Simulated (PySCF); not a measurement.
PySCF input (TPSS/def2-TZVPD):

```python
from pyscf import gto, scf, dft

mol = gto.M(
    atom='''
    O     1.14207638   -0.57711701    0.03962065
    C    -0.16899708    0.04002171   -0.00836365
    O    -0.13209157    1.28601244    0.06261514
    O    -1.09820330   -0.76284603   -0.11072653
    H     1.71973041    0.19147453    0.11810776
    ''',
    basis='def2-tzvpd',
    charge=-1,
    spin=0,
    verbose=4,
)

mf = dft.RKS(mol, xc='tpss').density_fit(auxbasis='def2-universal-jkfit')
mf.grids.level = 3
mf.conv_tol = 1e-9
mf.max_cycle = 100
mf.max_memory = 1500
mf.kernel()
if not mf.converged:
    mf = mf.newton()
    mf.kernel(mf.make_rdm1())
mf.analyze()
```

End of the output:

```
Extra cycle  E= -264.606448271008  delta_E= 1.57e-10  |g|= 3.31e-05  |ddm|= 3.55e-05
converged SCF energy = -264.606448271008
**** SCF Summaries ****
Total Energy =                        -264.606448271007821
Nuclear Repulsion Energy =             112.865835059293190
One-electron Energy =                 -594.703061782784175
Two-electron Energy =                  217.230778452483179
Two-electron Coulomb Energy =          249.082541742797702
DFT Exchange-Correlation Energy =      -31.851763290314512
HOMO-LUMO gap [eV] =                     3.628868210135828
**** MO energy ****
MO #1   energy= -18.6968777147116  occ= 2
MO #2   energy= -18.6330957928678  occ= 2
MO #3   energy= -18.6307141562671  occ= 2
MO #4   energy= -9.89969934743038  occ= 2
MO #5   energy= -0.803828521085677 occ= 2
MO #6   energy= -0.712838585943032 occ= 2
MO #7   energy= -0.687731426770707 occ= 2
MO #8   energy= -0.31157059551316  occ= 2
MO #9   energy= -0.213099501687328 occ= 2
MO #10  energy= -0.187063733007855 occ= 2
MO #11  energy= -0.18316937034029  occ= 2
MO #12  energy= -0.145339166327542 occ= 2
MO #13  energy= -0.0626184275036934 occ= 2
MO #14  energy= -0.0323190084248846 occ= 2
MO #15  energy= -0.0251911734623587 occ= 2
MO #16  energy= 0.00137494760361179 occ= 2
MO #17  energy= 0.134733395698415  occ= 0
MO #18  energy= 0.170149794092271  occ= 0
MO #19  energy= 0.176596154354873  occ= 0
MO #20  energy= 0.195782627645481  occ= 0
MO #21  energy= 0.214309511479111  occ= 0
MO #22  energy= 0.223650575087919  occ= 0
MO #23  energy= 0.231973236344662  occ= 0
MO #24  energy= 0.236804406514176  occ= 0
MO #25  energy= 0.238879765234788  occ= 0
MO #26  energy= 0.252041170991174  occ= 0
MO #27  energy= 0.270555764804747  occ= 0
MO #28  energy= 0.289610048582976  occ= 0
MO #29  energy= 0.328205545948439  occ= 0
MO #30  energy= 0.354743054145774  occ= 0
MO #31  energy= 0.360154705656855  occ= 0
MO #32  energy= 0.374584030661431  occ= 0
MO #33  energy= 0.40081498383995   occ= 0
MO #34  energy= 0.433639183253089  occ= 0
MO #35  energy= 0.458519580003215  occ= 0
MO #36  energy= 0.45888722691905   occ= 0
MO #37  energy= 0.481992619643458  occ= 0
MO #38  energy= 0.488326496578119  occ= 0
MO #39  energy= 0.508628753888814  occ= 0
MO #40  energy= 0.512402262653092  occ= 0
MO #41  energy= 0.529492847130059  occ= 0
MO #42  energy= 0.566026656774509  occ= 0
MO #43  energy= 0.569787381019777  occ= 0
MO #44  energy= 0.583216946381907  occ= 0
MO #45  energy= 0.609382747823503  occ= 0
MO #46  energy= 0.616349803083985  occ= 0
MO #47  energy= 0.63558236140754   occ= 0
MO #48  energy= 0.645821248582072  occ= 0
MO #49  energy= 0.665609188099982  occ= 0
MO #50  energy= 0.694212355566839  occ= 0
MO #51  energy= 0.699049935553761  occ= 0
MO #52  energy= 0.725915394816455  occ= 0
MO #53  energy= 0.729667384200728  occ= 0
MO #54  energy= 0.745652302932914  occ= 0
MO #55  energy= 0.753159680328394  occ= 0
MO #56  energy= 0.760030164908419  occ= 0
MO #57  energy= 0.768631125250099  occ= 0
MO #58  energy= 0.804213513250886  occ= 0
MO #59  energy= 0.825508939426136  occ= 0
MO #60  energy= 0.88055511339278   occ= 0
MO #61  energy= 0.892792764951757  occ= 0
MO #62  energy= 0.940184004799463  occ= 0
MO #63  energy= 0.94212786850212   occ= 0
MO #64  energy= 1.00827660368898   occ= 0
MO #65  energy= 1.02254913165253   occ= 0
MO #66  energy= 1.04336443731882   occ= 0
MO #67  energy= 1.04899423842554   occ= 0
MO #68  energy= 1.08124172107324   occ= 0
MO #69  energy= 1.10969870508783   occ= 0
MO #70  energy= 1.13740358501084   occ= 0
MO #71  energy= 1.20397552087333   occ= 0
MO #72  energy= 1.23640522910181   occ= 0
MO #73  energy= 1.24922697172623   occ= 0
MO #74  energy= 1.2651440105889    occ= 0
MO #75  energy= 1.31339194296258   occ= 0
MO #76  energy= 1.31431991353188   occ= 0
MO #77  energy= 1.40773392025509   occ= 0
MO #78  energy= 1.53915908474933   occ= 0
MO #79  energy= 1.6315424934651    occ= 0
MO #80  energy= 1.74355509442868   occ= 0
MO #81  energy= 1.80185216418936   occ= 0
MO #82  energy= 1.89695901955555   occ= 0
MO #83  energy= 1.90272524471309   occ= 0
MO #84  energy= 1.91190175437442   occ= 0
MO #85  energy= 1.917145151096     occ= 0
MO #86  energy= 1.98528035559239   occ= 0
MO #87  energy= 2.00217548570756   occ= 0
MO #88  energy= 2.11626829701426   occ= 0
MO #89  energy= 2.17177092746868   occ= 0
MO #90  energy= 2.19242930915908   occ= 0
MO #91  energy= 2.2307594456044    occ= 0
MO #92  energy= 2.25646526638072   occ= 0
MO #93  energy= 2.28000396963094   occ= 0
MO #94  energy= 2.44406738424084   occ= 0
MO #95  energy= 2.4503519082214    occ= 0
MO #96  energy= 2.47771670944227   occ= 0
MO #97  energy= 2.51337165513      occ= 0
MO #98  energy= 2.52180194326539   occ= 0
MO #99  energy= 2.5935220318232    occ= 0
MO #100 energy= 2.6752990515683    occ= 0
MO #101 energy= 2.85886578451825   occ= 0
MO #102 energy= 2.88713077015336   occ= 0
MO #103 energy= 2.98086523166837   occ= 0
MO #104 energy= 3.00267142589981   occ= 0
MO #105 energy= 3.04177675241233   occ= 0
MO #106 energy= 3.0531513159823    occ= 0
MO #107 energy= 3.2312459204879    occ= 0
[...]
```

It need not be the lowest isomer of its formula.
